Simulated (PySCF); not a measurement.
Working with the constants of ZnIn

ROHF-SCS-MP2 constants of ZnIn, ²Π (doublet), unpaired electrons π ↑ (Zn def2-SVP, In def2-SVP with ECP28; scalar-relativistic core potentials (PySCF 2.14); masses 63.9291 and 114.9039 u):

| Quantity | Value |
| --- | --- |
| ωe | 75.1 cm⁻¹ |
| ωexe | 1.22 cm⁻¹ |
| Be | 0.044583 cm⁻¹ |
| αe | 0.000655 cm⁻¹ |
| D (centrifugal) | 6.28e-08 cm⁻¹ |
| De to Zn + In | 0.166 eV |

Problem. Give the vibrational terms G(v) and spacings up to v = 6.

Solution. G(v) = ωe(v+½) − ωexe(v+½)².

| v | G(v) (cm⁻¹) | G(v) − G(v−1) | Bv (cm⁻¹) |
| --- | --- | --- | --- |
| 0 | 37.2 |  | 0.04426 |
| 1 | 109.9 | 72.7 | 0.04360 |
| 2 | 180.1 | 70.2 | 0.04295 |
| 3 | 247.9 | 67.8 | 0.04229 |
| 4 | 313.2 | 65.3 | 0.04164 |
| 5 | 376.1 | 62.9 | 0.04098 |
| 6 | 436.6 | 60.5 | 0.04033 |

Problem. How well does the Morse estimate ωe²/(4ωexe) reproduce De, and what is D0?

Solution. It gives 0.143 eV, 86 % of the computed De. D0 = De − G(0) = 0.166 − 0.005 = 0.161 eV.

Correlated steps freeze 9 core orbitals. The bond is weak. Basis-set superposition, not corrected here, can be much of De in a small basis, most of all at correlated wavefunction levels. These are scalar-relativistic numbers at best; spin–orbit coupling would shift them, the dissociation energy most. The state was picked by a PBE0 search and need not be the measured ground state.
